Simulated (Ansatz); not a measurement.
Stepwise reaction of `C[SiH](C)CO` with hydrogen fluoride, as a gas-phase model of exchange steps in deposition or etching. ΔE in kJ/mol.

Calculated with Ansatz (gas phase, PBE0-D4/def2-TZVP geometries, no zero-point term in ΔE). CCSD(T)/CBS adds triple-zeta CCSD(T) − MP2 to the extrapolated MP2 energy (def2 sets, frozen cores). This one scheme is used for every species. Functionals use def2-TZVPP. B3LYP here is the variant with VWN-RPA as its local correlation; programs differ in this. One conformer a species, not always the lowest.

```
step                                   reaction  PBE-D4  B3LYP-D4  ωB97M-V  CCSD(T)/CBS
   1  `C[SiH](C)CO` + H–F → `C[SiH](F)CO` + CH₄  -142.5    -156.4   -153.2       -148.0
```

(1) Give the row of step 2, `C[SiH](F)CO` + H–F → `OC[SiH](F)F` + CH₄. (An estimate is asked.)

(2) By hand: ΔE of the 2 steps together at CCSD(T)/CBS.

Results:

(1) Computed: 
```tsv
step	reaction	PBE-D4	B3LYP-D4	ωB97M-V	CCSD(T)/CBS
2	`C[SiH](F)CO` + H–F → `OC[SiH](F)F` + CH₄	-140.6	-154.2	-150.7	-147.8
```

(2) (-148.0) + (-147.8) = -295.8 kJ/mol, or -147.9 kJ/mol a step.

In ΔE the steps differ by no more than 0.2 kJ/mol. All are downhill at CCSD(T)/CBS. PBE-D4 differs from CCSD(T)/CBS by 5.5 to 7.2 kJ/mol a step. Isolated molecules leave out the surface, adducts and barriers. Largest T1 diagnostic: 0.011.
